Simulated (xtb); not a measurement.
xtb input:

```bash
xtb mol.xyz --gfn 2 --sp --chrg 0 --uhf 0
```
mol.xyz:
```
14

F      0.00931652     1.35814863     1.28029695
Si     0.01567875     0.17099718     0.22205339
Cl     0.08438803     1.11384775    -1.60169398
N     -1.35807343    -0.79676844     0.40349570
Si    -3.03164377    -0.32712970     0.33146840
O      1.33276185    -0.73370410     0.42163093
Si     2.93127808    -0.88434753     0.03692210
H     -1.15977238    -1.78188916     0.51425551
H     -3.73871767    -0.71290608     1.57419804
H     -3.72039477    -0.97336950    -0.80973964
H     -3.05167716     1.14026838     0.16808827
H      3.62899752     0.39810021     0.26782423
H      3.49227692    -1.93553049     0.90918705
H      3.06087906    -1.27969019    -1.38142035
```

Task: Which total energy does the run end on?

Result: -25.29527 Eh (GFN2-xTB).
